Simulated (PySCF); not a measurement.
Geometries of 4 isomers of C3H8FNSi, from PBE0-D3(BJ)/def2-SVP geometry optimisation, gas phase (PySCF). One conformer each, no zero-point energy, no frequencies.

Question: Which is lowest in electronic energy at this level?
A.
```xyz
14
angstrom
F     -3.431    0.006    0.423
C     -2.524    0.316   -0.561
C     -1.268   -0.517   -0.392
C     -0.568   -0.256    0.915
N      0.656   -0.018    1.115
Si     2.041    0.121    0.064
H     -2.295    1.394   -0.496
H     -2.988    0.119   -1.542
H     -1.564   -1.582   -0.414
H     -0.590   -0.347   -1.243
H     -1.247   -0.286    1.791
H      3.035   -0.899    0.509
H      2.605    1.487    0.259
H      1.798   -0.076   -1.407
```
B.
```xyz
14
angstrom
F     -4.071    0.115    0.535
C     -2.700    0.104    0.618
C     -2.118   -0.293   -0.719
C     -0.625   -0.355   -0.729
N      0.080   -0.096    0.291
Si     1.831   -0.148    0.339
H     -2.348    1.105    0.914
H     -2.389   -0.604    1.403
H     -2.449    0.411   -1.504
H     -2.517   -1.276   -1.029
H     -0.182   -0.646   -1.710
H      2.330    1.203    0.727
H      2.423   -0.535   -0.987
H      2.245   -1.139    1.373
```
C.
```xyz
14
angstrom
F     -1.162    0.365    1.515
C     -1.155    0.328    0.130
C     -0.576   -1.010   -0.316
N      0.864   -0.910   -0.215
Si     1.473    0.710   -0.132
C     -0.253    1.455   -0.360
H     -2.201    0.438   -0.204
H     -0.990   -1.794    0.342
H     -0.928   -1.229   -1.345
H      1.389   -1.773   -0.233
H      2.421    1.075   -1.234
H      2.151    1.069    1.154
H     -0.424    1.641   -1.433
H     -0.470    2.383    0.186
```
D.
```xyz
14
angstrom
C     -1.579    0.773   -1.078
C     -1.012   -0.062   -0.198
C     -1.762   -1.248    0.327
F     -3.035   -1.328   -0.173
Si     0.749    0.231    0.394
N      1.843   -0.355   -0.814
H     -2.600    0.607   -1.437
H     -1.046    1.646   -1.466
H     -1.822   -1.204    1.430
H     -1.231   -2.185    0.071
H      0.870   -0.420    1.746
H      1.001    1.692    0.580
H      1.628   -1.223   -1.293
H      2.843   -0.256   -0.685
```

Answer: C. That is `F[C@@H]1CN[SiH2]C1`, 20.4 kcal/mol below the next.

```tsv
SMILES	atoms numbered as above	E (Eh)	relative (kcal/mol)	relative (kJ/mol)	dipole (D)
F[C@@H]1CN[SiH2]C1	[F:1][C@@H:2]1[CH2:3][NH:4][SiH2:5][CH2:6]1	-562.53160	0.0	0.0	1.89
C=C(CF)[SiH2]N	[CH2:1]=[C:2]([CH2:3][F:4])[SiH2:5][NH2:6]	-562.49908	20.4	85.4	2.15
FCC/C=N/[SiH3]	[F:1][CH2:2][CH2:3]/[CH:4]=[N:5]/[SiH3:6]	-562.49062	25.7	107.6	1.92
FCC/C=N\[SiH3]	[F:1][CH2:2][CH2:3]/[CH:4]=[N:5]\[SiH3:6]	-562.48499	29.2	122.4	2.26
```

As drawn, the lowest has an N–H bond and an Si–C bond, which the highest lacks; the highest has a C=N bond, which the lowest lacks.
